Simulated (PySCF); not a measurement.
# Computed records: CH$_{3}$O$_{2}$Si, AlBFH$_{2}$O, BFH$_{3}$OSi

Calculation on a computer-drawn molecule: optimised geometry and harmonic frequencies of an isolated molecule of the commonest isotopes, restricted reference for singlets and unrestricted otherwise, frozen core in MP2. Program: PySCF 2.14.0.

Common to all runs: charge -1; multiplicity 1; basis aug-cc-pV(D+d)Z.

```json
{"entry": 1, "formula": "CH3O2Si", "start_structure": {"atoms_angstrom": [["O", 0.1316, -1.298, -1.5223], ["C", -0.4749, -0.383, -2.1065], ["Si", -1.6021, 0.8323, -1.3781], ["O", -1.0371, 1.2772, 0.1559], ["H", -0.6776, -0.6216, -3.2461], ["H", -1.3489, 2.083, -2.1829], ["H", -0.2203, 0.8934, 0.4072]]}, "given": {"method": "HF", "drawn_bonds_atom": [1, 2, 3, 2, 3, 4], "drawn_bonds_other_atom": [2, 3, 4, 5, 6, 7], "drawn_bonds_order": [1, 2, 1, 1, 1, 1]}, "results": {"optimised_atom_element": ["O", "C", "Si", "O", "H", "H", "H"], "optimised_atom_x [angstrom]": [0.2577, -0.585, -1.805, -1.075, -0.7064, -1.125, -0.1906], "optimised_atom_y [angstrom]": [-1.067, -0.4183, 0.9168, 1.155, -0.6272, 1.998, 0.8269], "optimised_atom_z [angstrom]": [-1.496, -2.076, -1.347, 0.2028, -3.174, -2.22, 0.2376], "modes_frequency [cm^-1]": [129.6, 225.1, 336.1, 450.1, 568.1, 641.9, 745.2, 844.2, 986.9, 1020, 1468, 1806, 1922, 2831, 4148], "modes_reduced_mass [dalton]": [3.852, 2.787, 1.245, 8.955, 1.533, 1.893, 13.17, 1.123, 1.261, 1.379, 1.221, 10.84, 1.047, 1.078, 1.066], "rotational_constants [GHz]": [11.57, 4.315, 3.239], "total_energy [hartree]": -478.3151, "convergence_status_largest_gradient_component [hartree/bohr]": 7.919e-06}}
{"entry": 2, "formula": "CH3O2Si", "start_structure": {"atoms_angstrom": [["O", 0.2577, -1.0673, -1.4957], ["C", -0.585, -0.4183, -2.0758], ["Si", -1.8052, 0.9168, -1.3471], ["O", -1.0753, 1.1548, 0.2028], ["H", -0.7064, -0.6272, -3.1743], ["H", -1.1246, 1.9975, -2.2203], ["H", -0.1906, 0.8269, 0.2376]]}, "given": {"method": "MP2", "drawn_bonds_atom": [1, 2, 3, 2, 3, 4], "drawn_bonds_other_atom": [2, 3, 4, 5, 6, 7], "drawn_bonds_order": [1, 2, 1, 1, 1, 1]}, "results": {"optimised_atom_element": ["O", "C", "Si", "O", "H", "H", "H"], "optimised_atom_x [angstrom]": [0.2695, -0.5909, -1.812, -1.044, -0.7037, -1.154, -0.1934], "optimised_atom_y [angstrom]": [-1.034, -0.3758, 0.9299, 1.183, -0.6225, 1.991, 0.7114], "optimised_atom_z [angstrom]": [-1.435, -2.068, -1.355, 0.2186, -3.174, -2.269, 0.2091], "modes_frequency [cm^-1]": [125.3, 232.6, 369.4, 418.8, 520.5, 601.5, 682.8, 779.4, 905.2, 970.0, 1348, 1549, 1912, 2703, 3746], "modes_reduced_mass [dalton]": [5.01, 2.871, 1.159, 4.726, 1.299, 3.083, 10.72, 1.169, 1.519, 1.132, 1.234, 10.53, 1.04, 1.08, 1.066], "rotational_constants [GHz]": [10.99, 4.42, 3.247], "total_energy [hartree]": -478.9622, "convergence_status_largest_gradient_component [hartree/bohr]": 1.967e-05}}
{"entry": 3, "formula": "AlBFH2O", "start_structure": {"atoms_angstrom": [["O", 1.1912, 2.9556, -2.2817], ["Al", 0.8717, 2.2807, -0.7602], ["B", 1.0217, 0.2535, -0.6713], ["F", 0.0073, -0.7054, -0.8527], ["H", 0.5644, 3.0612, 0.5985], ["H", 2.0626, -0.407, -0.7702]]}, "given": {"method": "HF", "drawn_bonds_atom": [1, 2, 3, 2, 3], "drawn_bonds_other_atom": [2, 3, 4, 5, 6], "drawn_bonds_order": [1, 1, 1, 1, 1]}, "results": {"optimised_atom_element": ["O", "Al", "B", "F", "H", "H"], "optimised_atom_x [angstrom]": [1.227, 0.9067, 1.068, -0.02975, 0.4619, 2.085], "optimised_atom_y [angstrom]": [3.165, 2.345, 0.151, -0.6686, 2.975, -0.5295], "optimised_atom_z [angstrom]": [-2.245, -0.8827, -0.7508, -0.64, 0.5625, -0.7815], "modes_frequency [cm^-1]": [43.3, 170.6, 206.0, 445.9, 566.3, 681.7, 807.9, 1042, 1098, 1229, 1727, 2486], "modes_reduced_mass [dalton]": [3.645, 3.928, 4.94, 2.241, 2.276, 1.341, 1.436, 14.99, 3.348, 1.596, 1.042, 1.087], "rotational_constants [GHz]": [20.0, 2.393, 2.304], "total_energy [hartree]": -442.1451, "convergence_status_largest_gradient_component [hartree/bohr]": 7.063e-06}}
{"entry": 4, "formula": "AlBFH2O", "start_structure": {"atoms_angstrom": [["O", 1.2269, 3.1652, -2.245], ["Al", 0.9067, 2.3454, -0.8827], ["B", 1.0681, 0.151, -0.7508], ["F", -0.0298, -0.6686, -0.64], ["H", 0.4619, 2.9751, 0.5625], ["H", 2.0851, -0.5295, -0.7815]]}, "given": {"method": "MP2", "drawn_bonds_atom": [1, 2, 3, 2, 3], "drawn_bonds_other_atom": [2, 3, 4, 5, 6], "drawn_bonds_order": [1, 1, 1, 1, 1]}, "results": {"optimised_atom_element": ["O", "Al", "B", "F", "H", "H"], "optimised_atom_x [angstrom]": [1.42, 0.9113, 1.085, 0.01647, 0.2464, 2.039], "optimised_atom_y [angstrom]": [3.179, 2.344, 0.1553, -0.6634, 2.974, -0.55], "optimised_atom_z [angstrom]": [-2.214, -0.8474, -0.7529, -0.3609, 0.5066, -1.069], "modes_frequency [cm^-1]": [20.54, 144.6, 216.7, 422.3, 535.9, 642.5, 739.8, 893.3, 1031, 1156, 1720, 2466], "modes_reduced_mass [dalton]": [4.188, 4.442, 5.471, 1.609, 3.526, 1.272, 1.439, 13.54, 3.776, 1.503, 1.043, 1.089], "rotational_constants [GHz]": [21.23, 2.337, 2.204], "total_energy [hartree]": -442.7270, "convergence_status_largest_gradient_component [hartree/bohr]": 1.42e-05}}
{"entry": 5, "formula": "AlBFH2O", "start_structure": {"atoms_angstrom": [["O", 0.2413, 0.5878, -0.2412], ["B", 0.4187, -0.2731, 0.6842], ["Al", -1.1023, -0.611, 2.1824], ["F", -0.8505, -1.7261, 3.5244], ["H", 1.4997, -0.8495, 0.9217], ["H", -2.593, -0.0551, 2.4278]]}, "given": {"method": "HF", "drawn_bonds_atom": [1, 2, 3, 2, 3], "drawn_bonds_other_atom": [2, 3, 4, 5, 6], "drawn_bonds_order": [1, 1, 1, 1, 1]}, "results": {"optimised_atom_element": ["O", "B", "Al", "F", "H", "H"], "optimised_atom_x [angstrom]": [0.08341, 0.5071, -1.051, -1.018, 1.621, -2.528], "optimised_atom_y [angstrom]": [0.5746, -0.2621, -0.6931, -1.72, -0.8127, -0.01365], "optimised_atom_z [angstrom]": [-0.146, 0.7064, 2.273, 3.623, 0.7371, 2.305], "modes_frequency [cm^-1]": [29.9, 108.5, 222.7, 387.9, 520.0, 715.7, 756.0, 786.2, 1086, 1572, 1786, 2293], "modes_reduced_mass [dalton]": [6.086, 6.35, 13.63, 1.196, 5.967, 2.281, 1.921, 1.614, 1.173, 7.049, 1.079, 1.096], "rotational_constants [GHz]": [28.35, 2.379, 2.195], "total_energy [hartree]": -442.2067, "convergence_status_largest_gradient_component [hartree/bohr]": 3.227e-05}}
{"entry": 6, "formula": "BFH3OSi", "start_structure": {"atoms_angstrom": [["O", 1.2879, 3.2642, 0.6034], ["Si", 1.2964, 2.0839, 1.5622], ["B", 0.4653, 0.4289, 0.8466], ["F", 1.1443, -0.5915, 0.3075], ["H", 0.6891, 2.3359, 2.9284], ["H", 2.7017, 1.7125, 2.0075], ["H", -0.6688, 0.2545, 0.766]]}, "given": {"method": "HF", "drawn_bonds_atom": [1, 2, 3, 2, 2, 3], "drawn_bonds_other_atom": [2, 3, 4, 5, 6, 7], "drawn_bonds_order": [1, 1, 1, 1, 1, 1]}, "results": {"optimised_atom_element": ["O", "Si", "B", "F", "H", "H", "H"], "optimised_atom_x [angstrom]": [0.9399, 1.32, 0.4597, 0.7283, 0.9795, 2.799, -0.3101], "optimised_atom_y [angstrom]": [3.499, 2.159, 0.4448, -0.7817, 2.03, 1.78, 0.357], "optimised_atom_z [angstrom]": [0.8646, 1.563, 0.7892, 1.33, 3.046, 1.578, -0.149], "modes_frequency [cm^-1]": [39.67, 174.2, 320.2, 418.1, 638.2, 788.8, 890.8, 934.5, 1022, 1107, 1117, 1257, 1998, 2066, 2555], "modes_reduced_mass [dalton]": [3.099, 5.756, 12.7, 1.227, 4.365, 1.254, 1.487, 1.188, 1.11, 2.255, 7.497, 2.104, 1.044, 1.03, 1.089], "rotational_constants [GHz]": [22.79, 2.597, 2.393], "total_energy [hartree]": -489.7622, "convergence_status_largest_gradient_component [hartree/bohr]": 2.617e-05}}
{"entry": 7, "formula": "BFH3OSi", "start_structure": {"atoms_angstrom": [["O", 0.9399, 3.4993, 0.8646], ["Si", 1.32, 2.1589, 1.5634], ["B", 0.4597, 0.4448, 0.7892], ["F", 0.7283, -0.7817, 1.33], ["H", 0.9795, 2.0299, 3.0459], ["H", 2.7987, 1.7801, 1.5775], ["H", -0.3101, 0.357, -0.149]]}, "given": {"method": "MP2", "drawn_bonds_atom": [1, 2, 3, 2, 2, 3], "drawn_bonds_other_atom": [2, 3, 4, 5, 6, 7], "drawn_bonds_order": [1, 1, 1, 1, 1, 1]}, "results": {"optimised_atom_element": ["O", "Si", "B", "F", "H", "H", "H"], "optimised_atom_x [angstrom]": [0.9353, 1.32, 0.4598, 0.7375, 0.9811, 2.797, -0.3142], "optimised_atom_y [angstrom]": [3.547, 2.161, 0.4534, -0.7941, 2.011, 1.762, 0.3488], "optimised_atom_z [angstrom]": [0.8509, 1.563, 0.7878, 1.344, 3.047, 1.582, -0.1527], "modes_frequency [cm^-1]": [31.2, 155.2, 297.5, 380.5, 616.4, 724.1, 840.5, 864.7, 953.5, 1007, 1047, 1184, 1973, 2021, 2514], "modes_reduced_mass [dalton]": [3.19, 5.866, 12.47, 1.229, 4.397, 1.232, 1.486, 1.203, 1.426, 2.874, 2.404, 1.981, 1.044, 1.031, 1.091], "rotational_constants [GHz]": [22.45, 2.547, 2.346], "total_energy [hartree]": -490.3729, "convergence_status_largest_gradient_component [hartree/bohr]": 2.691e-05}}
{"entry": 8, "formula": "CH3O2Si", "start_structure": {"atoms_angstrom": [["O", 0.6019, 1.1024, 2.5959], ["Si", 0.726, 1.0703, 1.1276], ["C", 1.2495, 2.2376, -0.1676], ["O", 1.2909, 1.9181, -1.5717], ["H", 0.2299, -0.2194, 0.4335], ["H", 1.7535, 3.1476, 0.1269], ["H", 2.0323, 1.4149, -1.6978]]}, "given": {"method": "HF", "drawn_bonds_atom": [1, 2, 3, 2, 3, 4], "drawn_bonds_other_atom": [2, 3, 4, 5, 6, 7], "drawn_bonds_order": [1, 2, 1, 1, 1, 1]}, "results": {"optimised_atom_element": ["O", "Si", "C", "O", "H", "H", "H"], "optimised_atom_x [angstrom]": [0.6066, 0.7076, 1.32, 1.256, 0.2057, 1.713, 2.075], "optimised_atom_y [angstrom]": [1.14, 1.059, 2.155, 1.876, -0.1962, 3.145, 1.492], "optimised_atom_z [angstrom]": [2.617, 1.082, -0.1118, -1.512, 0.4346, 0.1046, -1.767], "modes_frequency [cm^-1]": [218.5, 226.7, 321.2, 427.8, 532.1, 730.9, 858.4, 938.3, 1124, 1217, 1326, 1419, 2194, 3254, 4173], "modes_reduced_mass [dalton]": [5.517, 4.709, 1.205, 8.944, 1.723, 1.098, 4.885, 1.152, 8.604, 3.78, 1.109, 1.587, 1.04, 1.085, 1.068], "rotational_constants [GHz]": [37.41, 2.947, 2.754], "total_energy [hartree]": -478.2808, "convergence_status_largest_gradient_component [hartree/bohr]": 4.463e-05}}
```
